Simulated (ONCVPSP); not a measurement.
A failed generation for gold (Au)

Input:

```
# ATOM AND REFERENCE CONFIGURATION
# atsym  z   nc   nv     iexc    psfile
  Au 79.00   10    3  -106131      upf
#
#   n    l    f
    1    0    2.00
    2    0    2.00
    2    1    6.00
    3    0    2.00
    3    1    6.00
    3    2   10.00
    4    0    2.00
    4    1    6.00
    4    2   10.00
    4    3   14.00
    5    0    2.00
    5    1    6.00
    5    2    8.00
#
# PSEUDOPOTENTIAL AND OPTIMIZATION
# lmax
    2
#
#   l,   rc,      ep,       ncon, nbas, qcut
    0    1.50    0.00    3    8   14.00
    1    1.60    0.00    4    8    8.20
    2    1.50    0.00    4    8    7.00
#
# LOCAL POTENTIAL
# lloc, lpopt,  rc(5),   dvloc0
    4    5    1.10    1.00
#
# VANDERBILT-KLEINMAN-BYLANDER PROJECTORs
# l, nproj, debl
    0    2    3.50
    1    2    0.60
    2    1    0.90
#
# MODEL CORE CHARGE
# icmod, fcfact, rcfact
    0    0.00    0.00
#
# LOG DERIVATIVE ANALYSIS
# epsh1, epsh2, depsh
   -7.00    5.00    0.04
#
# OUTPUT GRID
# rlmax, drl
    6.00    0.01
#
# TEST CONFIGURATIONS
# ncnf
    4
# nvcnf
#   n    l    f
    4
    5    0    2.00
    5    1    6.00
    5    2   10.00
    6    0    1.00
#
    3
    5    0    2.00
    5    1    6.00
    5    2   10.00
#
    3
    5    0    2.00
    5    1    6.00
    5    2    9.00
#
    4
    5    0    2.00
    5    1    6.00
    5    2    9.00
    6    0    1.00
#
```

```bash
oncvpsp.x < Au.dat > Au.out
```

End of the output:

```
WARNING will be used for the first projector

   Wellstate for l =  0  n =  8
     eigenvalue =   0.0500
     asymptotic potential =   0.5500
     half-point radius =  5.8158

Calculating optimized projector #   1

 for l=   0

    Fraction of norm inside rc  0.958230
    Optimizing pswf for qcut=  14.00 a_B^-1,  ecut=  98.04 Ha
    Residual kinetic energy error=  2.04D-10 Ha
 ERROR pspot:  first pseudo wave function has node,          program will stop
 ERROR pspot: try changing psp parameters for this l
```

**Question.** Why did it fail, and what change makes it run?

**Answer.** The run stopped because the optimised pseudo-wave of the first projector has a node, so the radial equation cannot be inverted for a potential. A run that differs only in the following succeeds: s: qcut 9.2. The answer isn't unique; the calculation gave this one.
